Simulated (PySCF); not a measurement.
## Ni: excitation energy

Ni [Ar] 3d8 4s2 (3F) → Ni [Ar] 3d7 4s2 4p1 (high-spin determinant), as a difference of total energies. Computed with PySCF 2.14 in x2c-TZVPPall with one added diffuse shell each of s, p, d, f type (7s6p5d3f1g, 80 functions), with the spin-free X2C one-electron Hamiltonian (Gaussian nucleus). Correlated levels: valence: [Ar] frozen; valence and next inner shell: [Ne] frozen. The calculations carry no spin-orbit coupling.

```tsv
method	excitation energy (eV)
UHF	6.058
PBE	8.672
PBE0	8.123
wB97X-V	8.265
TPSS	8.346
revPBE	8.612
PW91	8.728
MP2 (valence)	7.828
SCS-MP2 (valence)	7.815
MP2 (valence and next inner shell)	8.165
SCS-MP2 (valence and next inner shell)	8.022
```

Task: Estimate what LDA gives.

Result: 9.012 eV, closest to PW91 among the rows shown.

Task: Estimate what r2SCAN gives.

Result: 8.370 eV, closest to TPSS among the rows shown.

A first-order spin-orbit estimate (lowest level to lowest level, LS coupling) adds 0.011 eV.

The upper state lies above the first ionisation limit, but in LS coupling its spin forbids autoionisation to the ground ion.

The determinant of the upper state mixes LS terms, which raises its energy above the lowest term, most at the Hartree-Fock and MP2 levels.
